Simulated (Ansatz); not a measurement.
Kohn–Sham single points on `CC[Si]N`.

```yaml
crystal:
  periodic: [false, false, false]
  atoms:
    - {symbol: C, position_ang: [-0.445665, 1.127156, 0.097185]}
    - {symbol: C, position_ang: [-0.364982, -0.071978, 1.028955]}
    - {symbol: Si, position_ang: [0.452368, -1.705079, 0.458970]}
    - {symbol: N, position_ang: [0.906600, -1.274310, -1.129855]}
    - {symbol: H, position_ang: [-1.010778, 0.893965, -0.810262]}
    - {symbol: H, position_ang: [-0.939557, 1.981611, 0.568101]}
    - {symbol: H, position_ang: [0.548550, 1.464840, -0.210551]}
    - {symbol: H, position_ang: [-1.368635, -0.362668, 1.372340]}
    - {symbol: H, position_ang: [0.156941, 0.196017, 1.959288]}
    - {symbol: H, position_ang: [1.378720, -1.924974, -1.737215]}
    - {symbol: H, position_ang: [0.751736, -0.381778, -1.576359]}
basis:
  gaussian: {orbitals: def2-TZVPP}
hamiltonian: {xc: {name: r2SCAN0}, dispersion: d4}
output: {orbitals: {seedname: orbitals}}
```

```sh
$ ansatz run in.yaml --threads 2 --pin off --events-out ev --progress --plain
```

It prints (some lines left out):

```
Functional definition: r2SCAN0
1219 factors; their error is unknown
mean field evaluation 1: about -11541.7483 eV, gradient 7.6e1 eV
mean field evaluation 2: about -11527.3590 eV, gradient 1.0e2 eV
mean field evaluation 4: about -11553.8489 eV, gradient 6.9e0 eV
mean field evaluation 8: about -11553.9614 eV, gradient 2.6e-1 eV
mean field evaluation 16: about -11553.9710 eV, gradient 1.9e-4 eV
mean field -11553.97103112 eV, -424.6006038308 hartree, gradient 5.8e-5 eV, S^2 0.000000; 0 other end points of the search recorded, 0 dependent functions left out
reference -11553.97104046 eV, -424.6006041740 hartree; 20, 20 occupied and 213, 213 virtual orbitals, 1219 factors
Total energy: -11554.03315248 eV, -424.6028867489 hartree
```

Hardware: 2 threads of a server CPU on a shared host. Wall time 8 s, peak host memory 0.5 GiB.

Changing it to `hamiltonian: {xc: {name: LC-wPBE}, dispersion: d4}` (abridged; 4.6 s):

```
WARN the engine holds no damping parameters fitted to this dispersion correction and functional, so the run takes those fitted to pbe0 (hamiltonian.dispersion, under Limitations)
Functional definition: LC-wPBE
mean field evaluation 16: about -11552.6053 eV, gradient 5.3e-5 eV
mean field -11552.60526420 eV, -424.5504128221 hartree, gradient 5.3e-5 eV, S^2 0.000000
Total energy: -11552.78937410 eV, -424.5571787364 hartree
```

Changing it to `hamiltonian: {xc: hse06, dispersion: d4}` (abridged; 5.5 s):

```
Functional definition: HSE06
mean field evaluation 16: about -11549.2906 eV, gradient 1.5e-4 eV
mean field -11549.29057507 eV, -424.4286002436 hartree, gradient 3.8e-5 eV, S^2 0.000000
Total energy: -11549.46127384 eV, -424.4348733075 hartree
```

With the line `hamiltonian: {xc: {name: B2PLYP}}` (abridged; 11 s):

```
Functional definition: B2PLYP
mean field evaluation 16: about -11544.8826 eV, gradient 1.9e-4 eV
mean field -11544.88258867 eV, -424.2666097311 hartree, gradient 8.7e-6 eV, S^2 0.000000
8 core orbitals not correlated: weight in the atoms' cores, before any rotation towards them, 1.000 or more for the frozen orbitals, at most 0.000 for the correlated occupied ones
second order -22.35388469 eV of doubles, -0.00000000 eV of singles
Total energy: -11550.91830813 eV, -424.4884183300 hartree
```

Changing it to `hamiltonian: {xc: {name: B97M-V}}` (abridged; 10 s):

```
Functional definition: B97M-V
mean field evaluation 16: about -11555.2901 eV, gradient 2.3e-3 eV
mean field -11555.29014419 eV, -424.6490803421 hartree, gradient 3.8e-5 eV, S^2 0.000000
Total energy: -11555.29020210 eV, -424.6490824701 hartree
```

Changing it to `hamiltonian: {xc: {name: BHLYP}, dispersion: d4}` (abridged; 5 s):

```
Functional definition: BHLYP
mean field evaluation 16: about -11555.1777 eV, gradient 4.5e-5 eV
mean field -11555.17773250 eV, -424.6449492885 hartree, gradient 4.5e-5 eV, S^2 0.000000
Total energy: -11555.43826201 eV, -424.6545235714 hartree
```

LC-ωPBE has ω = 0.4 bohr⁻¹; the program lends it PBE0's D4 damping.

HSE06 is the plane-wave form, built on full-range PBE exchange.
